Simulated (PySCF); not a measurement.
# Spectroscopy problems

Theoretical values (PySCF): geometry from GFN2-xTB, shielding tensors at PBE0/pcSseg-1 (GIAO). Relativity neglected, rapidly exchanging positions averaged, a single conformation, isolated molecule.

δ = σ(ref) − σ, references computed at the same level: $^{1}$H (σref 31.72) and $^{13}$C (σref 186.93) against TMS. Splittings of carbon signals by F and P are missing where no couplings were computed. Where no couplings were computed, multiplicities follow the n + 1 count of equivalent neighbours, and m marks all less simple cases (inequivalent or close neighbours, rings, F or P nearby). Shifts are as computed. Against solution values, carbons near 30 ppm lie about +3 ppm off and those near 130 ppm about +5 ppm. Of 1211 compounds with measured shifts, 218 miss one by over three times the rms of a fit or turn the order of signals round; such compounds aren't used in these exercises.

(1) C₅H₁₂N₂Si. $^{1}$H NMR (500 MHz, computed): δ 6.79 (q, 1H), 6.26 (m, 1H), 5.31 (m, 1H), 5.23 (m, 1H), 4.54 (s, 3H), 3.99 (d, 2H), 2.09 (d, 3H). $^{13}$C{$^{1}$H} NMR (computed): δ 147.4, 131.3, 120.6, 67.0, 23.6. What is it?

(2) C₃F₆O. $^{13}$C{$^{1}$H} NMR (computed): δ 183.2 (C), 123.8 (C). What is it?

(3) C₇H₉FO. $^{1}$H NMR (400 MHz, computed): δ 7.56 (m, 1H), 7.28 (m, 1H), 6.80 (m, 1H), 5.88 (m, 1H), 2.53 (m, 2H), 1.16 (t, 3H). $^{13}$C{$^{1}$H} NMR (computed): δ 166.0, 162.7, 132.2, 130.2, 127.1, 27.3, 15.2. Identify the compound.

Answers

(1) SMILES N(CC=C)([SiH3])/N=C/C. Rings plus π bonds: 2 (no ring in the answer). 5 carbon signals for 5 carbons: no two carbons are equivalent. Carbon types of the structure: 2 × CH, 2 × CH2, 1 × CH3, leaving 3 H on heteroatoms. δC 147.4: alkene CH; the olefinic region. δC 131.3: C=N carbon. δC 120.6: terminal =CH2 carbon; an sp2 carbon of a C=C bond. δC 67.0: allylic sp3 CH2 bonded to N; pulled downfield by the heteroatom.

The data come from this structure; uniqueness wasn't tested.

(2) SMILES O=C(C(F)(F)F)C(F)(F)F. The formula gives 1 degree of unsaturation (no ring in the answer). 2 carbon signals for 3 carbons: some carbons are equivalent by symmetry or fast rotation. Carbon types of the structure: 3 × C. δC 183.2: ketone carbonyl carbon; low-lying n→π* states of the double bond to the heteroatom give a large paramagnetic term (-249 ppm). δC 123.8: CF3 carbon; 3 electronegative neighbours deshield it.

The data come from this structure; uniqueness wasn't tested.

(3) SMILES C=C/C(=C\CC)C(=O)F. Rings plus π bonds: 3 (no ring in the answer). 7 carbon signals for 7 carbons: no two carbons are equivalent. Carbon types of the structure: 2 × C, 2 × CH, 2 × CH2, 1 × CH3, which accounts for all hydrogens. δC 166.0: β carbon of a C=C–C=O unit; conjugation with the carbonyl draws π density from the β position. δC 132.2: alkene CH; the olefinic region. δC 130.2: terminal =CH2 carbon; an sp2 carbon of a C=C bond. δC 127.1: α carbon of a C=C–C=O unit; as expected for a trigonal carbon in a double bond.

This is the structure that produced the data.
